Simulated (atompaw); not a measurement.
## Reading a pseudo-wave (N)

Columns: radius, all-electron u(r) and pseudo u(r) of the 2s shell (level -18.46 eV) of nitrogen in the configuration [He] 2s2 2p3; PBEsol, scalar-relativistic, PAW (atompaw) scheme, atompaw 4.2.0.5.

```tsv
r (bohr)	all-electron	pseudo
0.098	-0.3804	0.0827
0.196	-0.3008	0.1641
0.294	-0.0671	0.2427
0.392	0.1903	0.3172
0.490	0.4185	0.3865
0.588	0.6001	0.4495
0.687	0.7339	0.5058
0.785	0.8215	0.5535
0.883	0.8715	0.5926
0.981	0.8917	0.6229
1.079	0.8890	0.6442
1.177	0.8693	0.6565
1.275	0.8377	0.6601
1.373	0.7980	0.6556
1.471	0.7532	0.6436
1.569	0.7058	0.6249
1.667	0.6573	0.6004
1.765	0.6091	0.5713
1.863	0.5620	0.5385
1.962	0.5163	0.5030
2.060	0.4732	0.4665
2.158	0.4326	0.4297
2.256	0.3945	0.3935
2.354	0.3590	0.3589
2.452	0.3262	0.3262
2.550	0.2959	0.2959
```

(1) How many radial nodes do the two functions have?

(2) Is the pseudo-wave norm-conserving?

Results:

(1) The all-electron 2s function has n − l − 1 = 1; the pseudo-wave has 0, since the states of the same l below it are removed with the core.

(2) No, it belongs to a PAW set: the norm inside the radius is not constrained, and the difference is carried by the augmentation charge.
